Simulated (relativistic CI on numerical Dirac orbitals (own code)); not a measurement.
## Energy levels of Pm26+

These numbers are calculated, not measured: Dirac-Coulomb-Breit CI, orbitals from a KLI potential per configuration, a model potential for QED, unscaled Slater integrals (own radial code, finite nucleus).

Configurations in the expansion (outside the closed core [Ar] 3d10): 4s2.4p5, 4s.4p6, 4s2.4p4.4d, 4s.4p5.4d, 4s2.4p4.4f, 4s.4p5.4f, 4p6.4d, 4s.4p4.4d2, 4s2.4p3.4d.4f, 4p6.4f, 4p5.4d2, 4p4.4d3, 4p4.4d2.4f. Double excitations out of closed p, d and f shells are left out; levels of such configurations are missing from the list, as are those of other unlisted configurations, and high levels can miss mixing partners.

The lowest level is 4s2.4p5 2P°_3/2, with 99 % of that term; Hund's rules for 4s2.4p5 give 2P° with J = 3/2, in agreement.

| No. | Configuration | Term | J | E (cm⁻¹) | % | Next component (%) | jj configuration (%) |
| --- | --- | --- | --- | --- | --- | --- | --- |
| 1 | 4s2.4p5 | 2P° | 3/2 | 0 | 99 |  | 4p3/2^3 (99) |
| 2 | 4s2.4p5 | 2P° | 1/2 | 256453 | 99 | 1 4s.4p5.4d 2P° | 4p1/2 4p3/2^4 (99) |
| 3 | 4s.4p6 | 2S | 1/2 | 759925 | 69 | 22 4s2.4p4.4d 2S | 4s (69) |
| 4 | 4p4(3P).4d | 4D | 3/2 | 826359 | 42 | 28 2D | 4p3/2^2 4d3/2 (97) |
| 5 | 4p4(3P).4d | 4D | 5/2 | 833833 | 53 | 17 2D | 4p3/2^2 4d3/2 (84) |
| 6 | 4p4(1D).4d | 2P | 1/2 | 845577 | 50 | 23 4D | 4p3/2^2 4d3/2 (64) |
| 7 | 4p4(3P).4d | 4F | 7/2 | 854087 | 36 | 28 4D | 4p3/2^2 4d3/2 (80) |
| 8 | 4p4(3P).4d | 2F | 7/2 | 887256 | 51 | 32 4D | 4p3/2^2 4d5/2 (79) |
| 9 | 4p4(3P).4d | 4F | 9/2 | 895423 | 72 | 27 2G | 4p3/2^2 4d5/2 (98) |
| 10 | 4p4(1S).4d | 2D | 3/2 | 904206 | 55 | 18 4F | 4p3/2^2 4d3/2 (85) |
| 11 | 4p4(3P).4d | 4P | 1/2 | 951904 | 52 | 30 2P | 4p3/2^2 4d5/2 (54) |
| 12 | 4p4(1S).4d | 2D | 5/2 | 969354 | 45 | 28 4P | 4p3/2^2 4d5/2 (96) |
| 13 | 4p4(1D).4d | 2D | 3/2 | 984928 | 38 | 26 4P | 4p3/2^2 4d5/2 (70) |
| 14 | 4p4(3P).4d | 4F | 5/2 | 997564 | 32 | 27 2F | 4p3/2^2 4d5/2 (62) |
| 15 | 4p4(3P).4d | 4D | 1/2 | 1053097 | 75 | 19 2P | 4p1/2 4p3/2^3 4d3/2 (95) |
| 16 | 4p4(3P).4d | 4D | 3/2 | 1079585 | 35 | 24 2P | 4p1/2 4p3/2^3 4d3/2 (89) |
| 17 | 4p4(1D).4d | 2F | 5/2 | 1112661 | 40 | 33 4F | 4p1/2 4p3/2^3 4d3/2 (93) |
| 18 | 4p4(1D).4d | 2G | 7/2 | 1118477 | 61 | 21 2F | 4p1/2 4p3/2^3 4d3/2 (97) |
| 19 | 4p4(3P).4d | 4F | 7/2 | 1128084 | 37 | 36 4D | 4p1/2 4p3/2^3 4d5/2 (96) |
| 20 | 4p4(1D).4d | 2P | 3/2 | 1145574 | 48 | 25 4P | 4p1/2 4p3/2^3 4d5/2 (97) |
| 21 | 4p4(3P).4d | 2F | 5/2 | 1160292 | 50 | 23 4P | 4p1/2 4p3/2^3 4d5/2 (95) |
| 22 | 4p4(1D).4d | 2G | 9/2 | 1167298 | 72 | 27 4F | 4p1/2 4p3/2^3 4d5/2 (98) |
| 23 | 4p4(1D).4d | 2D | 5/2 | 1179383 | 52 | 22 4P | 4p1/2 4p3/2^3 4d5/2 (95) |
| 24 | 4p4(1D).4d | 2F | 7/2 | 1206659 | 80 | 9 4F | 4p1/2 4p3/2^3 4d5/2 (97) |
| 25 | 4p4(1D).4d | 2S | 1/2 | 1236678 | 58 | 15 2P | 4p1/2 4p3/2^3 4d3/2 (70) |
| 26 | 4p4(1D).4d | 2P | 3/2 | 1242821 | 66 | 17 4F | 4p1/2 4p3/2^3 4d3/2 (51) |
| 27 | 4p4(3P).4d | 2D | 5/2 | 1261841 | 80 | 12 2F | 4p1/2 4p3/2^3 4d3/2 (75) |
| 28 | 4p4(1D).4d | 2D | 3/2 | 1291802 | 68 | 12 2P | 4p1/2 4p3/2^3 4d5/2 (43) |
| 29 | 4p4(3P).4d | 2P | 1/2 | 1354044 | 83 | 14 2S | 4p1/2 4p3/2^3 4d5/2 (82) |
| 30 | 4p4(1S).4d | 2D | 5/2 | 1452953 | 48 | 18 2F | 4p3/2^4 4d5/2 (95) |
| 31 | 4p4(3P).4d | 2D | 3/2 | 1504491 | 72 | 14 2P | 4p3/2^4 4d3/2 (75) |
| 32 | 4s.4p5.4d | 4P° | 1/2 | 1657871 | 94 | 6 4D° | 4s 4p3/2^3 4d3/2 (96) |
| 33 | 4s.4p5.4d | 4P° | 3/2 | 1675810 | 69 | 26 4D° | 4s 4p3/2^3 4d3/2 (86) |
| 34 | 4s.4p5.4d | 4F° | 7/2 | 1688260 | 65 | 15 2F° | 4s 4p3/2^3 4d3/2 (76) |
| 35 | 4s.4p5.4d | 4D° | 5/2 | 1689358 | 37 | 35 4F° | 4s 4p3/2^3 4d3/2 (87) |
| 36 | 4s.4p5.4d | 4F° | 9/2 | 1706809 | 93 | 6 4s2.4p4.4f 4F° | 4s 4p3/2^3 4d5/2 (93) |
| 37 | 4s.4p5.4d | 4F° | 3/2 | 1736634 | 34 | 30 2D° | 4s 4p3/2^3 4d3/2 (59) |
| 38 | 4s.4p5.4d | 4P° | 5/2 | 1738900 | 42 | 17 4F° | 4s 4p3/2^3 4d5/2 (57) |
| 39 | 4s.4p5.4d | 4D° | 1/2 | 1765560 | 49 | 40 2P° | 4s 4p3/2^3 4d3/2 (84) |
| 40 | 4s.4p5.4d | 4D° | 7/2 | 1778746 | 59 | 36 2F° | 4s 4p3/2^3 4d5/2 (89) |
| 41 | 4s.4p5.4d | 2D° | 5/2 | 1786202 | 43 | 30 2F° | 4s 4p3/2^3 4d3/2 (48) |
| 42 | 4s.4p5.4d | 2P° | 3/2 | 1823602 | 41 | 33 2D° | 4s 4p3/2^3 4d5/2 (77) |
| 43 | 4s.4p5.4d | 2F° | 7/2 | 1840213 | 77 | 10 4D° | 4s 4p3/2^3 4d5/2 (76) |
| 44 | 4s.4p5.4d | 2D° | 5/2 | 1857040 | 51 | 30 2F° | 4s 4p3/2^3 4d5/2 (76) |
| 45 | 4s.4p5.4d | 2P° | 1/2 | 1871207 | 70 | 23 4D° | 4s 4p3/2^3 4d5/2 (71) |

Energies count from the lowest computed level; ° marks odd parity. Percentages are summed over parent terms; the parents shown are those of the largest component, closed shells are left out there. Filled j subshells are mostly left out of the jj labels.

The mean weight of the leading LS term, summed over parents, in these 45 levels is 59 %, and that of the leading jj configuration (from the same eigenvectors) 81 %, so jj coupling describes them better and the LS labels are nominal.

At this charge energies of transitions that change n are usually good to better than 1 %, and those within a shell (Δn = 0) to a few per cent.

LS names give the leading component of a level, which can be under half, so a name can repeat, a term be missing and a line seem to break the LS rules.
